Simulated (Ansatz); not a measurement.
Computed with Ansatz on PBE0-D4/def2-TZVP structures; ΔE is electronic, products minus reactants. CCSD(T)/CBS adds triple-zeta CCSD(T) − MP2 to the extrapolated MP2 energy (def2 sets, frozen cores). Functionals use def2-TZVPP. B3LYP here is the variant with VWN-RPA as its local correlation; programs differ in this. For Ge outer-core shells are correlated without core-valence functions, which leaves a few kJ/mol of doubt a bond. Scalar relativity is left out up to krypton. One conformer a species, not always the lowest.

Reaction (redistribution): `COBCCl` + `[OH][GeH]([F])[SH]` → `COBS` + `[OH][GeH]([F])[CH2]Cl`

```csv
level,ΔE (kJ/mol),difference from CCSD(T)/CBS
PBE-D4,0.9,2.0
r2SCAN-D4,1.5,2.6
B3LYP-D4,3.0,4.1
ωB97M-V,1.9,3.0
B2PLYP,1.5,2.6
B3LYP,3.5,4.6
CCSD(T)/def2-TZVPP,-0.9,0.2
HF/def2-QZVPP,7.8,8.9
MP2/def2-QZVPP,-2.9,-1.8
MP2/CBS(def2),-3.1,-2.0
CCSD(T)/CBS,-1.1,0
```

Largest T1 diagnostic among the species: 0.013.

In def2-TZVPP, CCSD(T) changes the Hartree–Fock value by −8.4 kJ/mol (the triples alone add −0.8 kJ/mol) and MP2 by −10.4 kJ/mol.
